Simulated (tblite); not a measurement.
Compound: C6H8BrN3.
Bonds: C1–C2, C2–N3 (aromatic), N3–N4 (aromatic), N4–N5 (aromatic), N5–C6, C6–C7, C7–C8, N5–C9 (aromatic), C9–Br10, C2–C9 (aromatic), C6–C8. Hydrogens: H11, H12, H13 on C1; H14 on C6; H15, H16 on C7; H17, H18 on C8.

Computed with GFN2-xTB (tblite), gas phase: L-BFGS steps from a force-field or distance-geometry start until the largest atomic force falls under 0.01 eV/Å.

Geometry at step 9:
```
atom  x, y, z in Å
C1      3.3363   -0.2677    0.4422
C2      1.9456   -0.2520   -0.0791
N3      1.5999   -0.1371   -1.3768
N4      0.3243   -0.1313   -1.4963
N5     -0.2295   -0.2421   -0.2963
C6     -1.6308   -0.3689   -0.0978
C7     -2.5809    0.4699   -0.9024
C8     -2.3984    0.7403    0.5592
C9      0.7596   -0.3253    0.6326
Br10    0.4298   -0.5269    2.4641
H11     3.4946    0.5491    1.1474
H12     3.5508   -1.1944    0.9753
H13     4.0296   -0.1647   -0.3860
H14    -1.9272   -1.3936    0.1142
H15    -2.1861    1.1805   -1.6145
H16    -3.4934   -0.0084   -1.2268
H17    -3.1718    0.4458    1.2511
H18    -1.8615    1.6331    0.8449
```

**Question.** Give the atomic forces at this geometry.

**Answer.** 
```tsv
atom	Fx (eV/Å)	Fy (eV/Å)	Fz (eV/Å)
C1	0.019	0.002	-0.018
C2	-0.020	0.012	0.088
N3	0.061	0.084	0.098
N4	0.057	-0.014	-0.012
N5	-0.004	-0.048	-0.042
C6	-0.016	-0.007	-0.090
C7	-0.010	-0.019	0.033
C8	0.009	-0.032	0.015
C9	-0.049	-0.024	0.018
Br10	-0.035	0.024	-0.064
H11	-0.062	0.034	-0.067
H12	-0.089	-0.035	-0.075
H13	0.009	0.003	-0.030
H14	0.041	0.058	0.045
H15	0.085	-0.115	0.091
H16	0.038	0.033	-0.007
H17	-0.032	0.093	0.008
H18	0.000	-0.049	0.010
```

The largest, 0.17 eV/Å, acts on H15; the rms over all components is 0.050 eV/Å. The forces sum to zero within rounding, as they must for an isolated molecule in no field.

**Question.** Give the force on H15 in Eh/bohr and in nN.

**Answer.** 0.170 eV/Å ÷ 51.422 = 0.00330 Eh/bohr, and 0.170 eV/Å × 1.602 = 0.27 nN.

**Question.** How far is this geometry from the end of the optimisation?

**Answer.** 0.064 eV above it, and 0.757 Å rms away after alignment. The bonds farthest from their final lengths, with half the difference of the two atoms' forces along the bond (positive lengthens):

| bond | now (Å) | final (Å) | force along bond (eV/Å) |
| --- | --- | --- | --- |
| C6–H14 | 1.088 | 1.082 | -0.03 |
| C2–N3 | 1.348 | 1.344 | -0.01 |
| C1–C2 | 1.485 | 1.482 | 0.00 |
| C1–H12 | 1.090 | 1.088 | -0.01 |
| N5–C9 | 1.359 | 1.357 | 0.00 |
| C7–H15 | 1.081 | 1.078 | -0.03 |

The angle farthest from its final value is C6–C7–H15, 119.3° against 116.6°.

The cost below is that of the whole relaxation. Hardware: one thread, Arm Neoverse V2 (aarch64), no GPU, shared host. Cost: 0.85 s of wall time.
